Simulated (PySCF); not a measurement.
BaCl, SMILES [Cl][Ba+], charge +1. Heavy atoms are numbered as in [Ba+:1][Cl:2].

Geometry: B3LYP-D3(BJ)/def2-TZVPD. The multiplicity is an assumed one; other spin states were not compared. The def2 effective core potentials stand for the cores of Ba; spin–orbit coupling is left out.

Computed with PBE/def2-TZVPD (PySCF).

Mulliken values depend strongly on the basis, most of all with diffuse functions as here. ESP charges are fitted to the potential on shells at 1.4 to 2.0 van der Waals radii. Atomic charges (e), one atom of each kind:

```json
[
 {"atom": "Ba1", "Mulliken": "1.56", "ESP fit": "?"},
 {"atom": "Cl2", "Mulliken": "-0.56", "ESP fit": "?"}
]
```

Fill in the missing entries. (Estimate from the structure and the level; the computed values follow.)


- Ba1, ESP fit: 1.42
- Cl2, ESP fit: -0.42
